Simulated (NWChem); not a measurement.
System meant: HfHSF₃; SMILES [F][Hf]([F])([SH])[F]

NWChem input:

```
start job
memory heap 200 mb stack 900 mb global 1100 mb
geometry units angstroms noautoz
  Hf     0.077960     0.238917     0.123788
  F      1.880269     0.707646     0.567780
  F     -1.196881     1.081180     1.273803
  F     -0.187012     0.696037    -1.716419
  S     -0.206956    -2.181787     0.394248
  H      0.790445    -2.436752    -0.505079
end
basis spherical
  * library def2-svp
end
ecp
  Hf library def2-ecp
end
dft
  xc b3lyp
  iterations 4
  mulliken
end
task dft energy
```

End of the output:

```
    Atom       Charge   Shell Charges
 -----------   ------   -------------------------------------------------------
    1 Hf  12    11.73   0.00  0.03  1.09  0.79  0.35  0.13  4.96  1.25  0.34  1.50  0.85  0.43
    2 F    9     9.14   1.98  1.02  0.77  3.20  2.16  0.00
    3 F    9     9.14   1.98  1.02  0.77  3.21  2.15  0.00
    4 F    9     9.14   1.98  1.02  0.77  3.20  2.16  0.00
    5 S   16    15.89   2.00  1.95  0.97  0.65  5.81  1.90  2.57  0.04
    6 H    1     0.97   0.60  0.29  0.08

 center of mass
 --------------
 x =  -0.01377622 y =   0.08870721 z =  -0.00003458

 moments of inertia (a.u.)
 ------------------
        1075.829967648265          -0.000000000000           0.000000000000
          -0.000000000000         678.371491427981           0.000000000000
           0.000000000000           0.000000000000        1110.265545264303

     Multipole analysis of the density
     ---------------------------------

     L   x y z        total         alpha         beta         nuclear
     -   - - -        -----         -----         ----         -------
     0   0 0 0     -0.000000    -28.000000    -28.000000     56.000000

     1   1 0 0      0.293927     -0.862504     -0.862504      2.018936
     1   0 1 0     -0.124037     12.398708     12.398708    -24.921452
     1   0 0 1      0.000569     -0.003122     -0.003122      0.006812

     2   2 0 0    -39.512121   -105.855099   -105.855099    172.198077
     2   1 1 0     -2.135503      1.317106      1.317106     -4.769715
     2   1 0 1      0.007393     -0.000284     -0.000284      0.007961
     2   0 2 0    -39.715998   -204.998136   -204.998136    370.280275
     2   0 1 1     -0.004524      0.002465      0.002465     -0.009454
     2   0 0 2    -41.567779    -97.045889    -97.045889    152.524000

 ------------------------------------------------------------------------
 dft energy failed                                                                                  0
 ------------------------------------------------------------------------
 ------------------------------------------------------------------------
  current input line :
    22: task dft energy
 ------------------------------------------------------------------------
 ------------------------------------------------------------------------
 This type of error is most commonly associated with calculations not reaching convergence criteria
 ------------------------------------------------------------------------
 For more information see the NWChem manual at https://nwchemgit.github.io

0:dft energy failed:Received an Error in Communication
```

What is wrong, and how is it mended?

The run did not converge; its last values are not results. Cause: the SCF was allowed too few iterations. This input runs:
```
start job
memory heap 200 mb stack 900 mb global 1100 mb
geometry units angstroms noautoz
  Hf     0.077960     0.238917     0.123788
  F      1.880269     0.707646     0.567780
  F     -1.196881     1.081180     1.273803
  F     -0.187012     0.696037    -1.716419
  S     -0.206956    -2.181787     0.394248
  H      0.790445    -2.436752    -0.505079
end
basis spherical
  * library def2-svp
end
ecp
  Hf library def2-ecp
end
dft
  xc b3lyp
  iterations 150
  mulliken
end
task dft energy
```
It converges to -746.32103 Ha (B3LYP/def2-SVP with def2 effective core potentials on Hf).
